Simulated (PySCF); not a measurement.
## Calculated properties of `CCC[NH+]C(C)C` [radical]

C6H15N (charge +1 and doublet state).
SMILES with atom numbers: `[CH3:1][CH2:2][CH2:3][NH+:4][CH:5]([CH3:6])[CH3:7]` (hydrogens: H8, H9, H10 on C1; H11, H12 on C2; H13, H14 on C3; H15 on N4; H16 on C5; H17, H18, H19 on C6; H20, H21, H22 on C7)

GFN2-xTB geometry:

| Quantity | Value |
| --- | --- |
| Point group of the GFN2-xTB geometry | C1 |
| Rotational constants A, B, C of the GFN2-xTB geometry | 5.708, 1.125, 1.012 GHz |

UKS B3LYP, pcH-1 on C H N, non-relativistic, mean-field spin-orbit, GIAO (PySCF):

| Quantity | Value |
| --- | --- |
| Isotropic g value | 2.00344 |
| Principal g values | 2.00213, 2.00368, 2.00450 |
| Spin squared ⟨S²⟩ | 0.754 |
| Largest Mulliken spin population | 0.76 on N4 |
| Largest isotropic hyperfine couplings (means over sets of like nuclei) | 1H -55.5 (H15), 1H +55.4 (H13/H14), 13C +47.8 (C2), 13C +39.9 (C6/C7), 14N +36.0 (N4) MHz |

Monoisotopic mass of the ion (most abundant isotopes, electron mass counted): 101.1199 u.

At 9.50 GHz, hν = g·μB·B₀ (B₀ the magnetic field) puts the centre of the isotropic spectrum, to first order, at 338.8 mT. The rotational constants make it an asymmetric top with κ = (2B − A − C)/(A − C) = -0.95, nearer the prolate limit (−1). g_iso is shifted by about +1120 ppm from the free-electron value 2.002319; the principal values span 0.0024. ⟨S²⟩ is 0.004 above the pure-spin value S(S + 1) = 0.75. With B = h/(8π²I), that is 505.379 GHz u Å² over I, the principal moments of inertia are 88.5, 449.1 and 499.2 u Å² (most abundant isotopes); the inertial defect Ic − Ia − Ib is -38.4 u Å² (zero for a rigid planar frame, negative otherwise).

The structure is a single GFN2-xTB conformer in the gas phase; no vibrational or solvent corrections. Hyperfine couplings depend on the geometry, which wasn't re-optimised at a DFT level. Couplings of like nuclei are plain means over topologically equivalent atoms, as if these changed places fast (by rotation of a methyl-like group, say); in this geometry the members of some sets differ.

For the EPR job (B3LYP), hardware: an Arm Neoverse N1 with one thread (shared host). Cost: 2.4 min.

The values belong to the conformer `[CH3:1][CH2:2][CH2:3][NH+:4][CH:5]([CH3:6])[CH3:7]`: C1–C2–C3–N4 -179°, C2–C3–N4–C5 -98°, C3–N4–C5–C6 -113°.
